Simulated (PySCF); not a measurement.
# Two-dimensional NMR puzzle

Compound of formula C$_{6}$H$_{12}$Si$_{2}$. Correlations simulated from computed shifts and the bond graph:

HSQC (one-bond C–H):
| δH | δC |
| --- | --- |
| 6.43 | 143.0 |
| 5.63 | 128.8 |
| 5.35 | 118.8 |
| 5.23 | 118.8 |
| 3.48 | 47.6 |
| 1.98 | 17.0 |
| 1.83 | 17.0 |

COSY cross peaks (H two or three bonds apart, from the bond graph; peaks can be absent where the dihedral angle is near 90°):
| δH | δH |
| --- | --- |
| 6.43 | 5.35 |
| 6.43 | 5.23 |
| 6.43 | 3.48 |
| 5.63 | 4.85 |
| 5.63 | 4.84 |
| 5.35 | 5.23 |
| 4.85 | 4.84 |
| 4.85 | 1.98 |
| 4.85 | 1.83 |
| 4.84 | 1.98 |
| 4.84 | 1.83 |
| 3.94 | 3.48 |
| 1.98 | 1.83 |

HMBC (two and three bonds, from the bond graph):
| δH | δC |
| --- | --- |
| 6.43 | 175.1, 118.8, 47.6 |
| 5.63 | 175.1, 47.6, 17.0 |
| 5.35 | 143.0, 47.6 |
| 5.23 | 143.0, 47.6 |
| 4.85 | 175.1, 128.8, 17.0 |
| 4.84 | 175.1, 128.8, 17.0 |
| 3.94 | 175.1, 143.0, 47.6 |
| 3.48 | 175.1, 143.0, 128.8, 118.8, 17.0 |
| 1.98 | 175.1, 128.8, 47.6 |
| 1.83 | 175.1, 128.8, 47.6 |

Carbons without hydrogens: δ 175.1.

- GFN2-xTB geometry
- σ from GIAO-PBE0/pcSseg-1
- program: PySCF 2.14.0 with density-fitted response routines
- one averaged value for each set of equivalent atoms, single conformer, non-relativistic, no solvent model

Referencing at the same level of theory: 1H and 13C vs TMS.

Exchangeable hydrogens are left out of these lists.

**Question.** Which molecule is this?

**Answer.** SMILES C=C[C@H]([SiH3])C1=C[SiH2]C1.

Atoms are numbered as in `[CH2:1]=[CH:2][C@H:3]([SiH3:4])[C:5]1=[CH:6][SiH2:7][CH2:8]1`. Hydrogens are named by the atom that carries them. Ha(C1) is cis to C3; Ha(Si7), Ha(C8) are pro-R; Hb(Si7), Hb(C8) are pro-S; Hb(C1) is trans to C3.

δC 175.1 is C5, a fully substituted alkene carbon. δC 143.0 is C2, an alkene CH (δH 6.43). δC 128.8 is C6, an alkene CH (δH 5.63). δC 118.8 is C1, a terminal =CH2 carbon (δH 5.35, 5.23). δC 47.6 is C3, an allylic sp3 CH bonded to Si (δH 3.48). δC 17.0 is C8, an allylic sp3 CH2 bonded to Si (δH 1.98, 1.83). HMBC from δH 6.43 reaches the proton-free carbon C5. HMBC from δH 5.63 reaches the proton-free carbon C5. HMBC from δH 4.85 reaches the proton-free carbon C5. HMBC from δH 4.84 reaches the proton-free carbon C5. COSY links 6.43–5.35, 6.43–5.23, 6.43–3.48, 5.63–4.85, 5.63–4.84, 5.35–5.23.

This is the structure that produced the data.

Shifts are as computed. Against solution values, carbons near 30 ppm lie about +3 ppm off and those near 130 ppm about +5 ppm. Of 1211 compounds with measured shifts, 218 miss one by over three times the rms of a fit or turn the order of signals round; such compounds aren't used in these exercises.
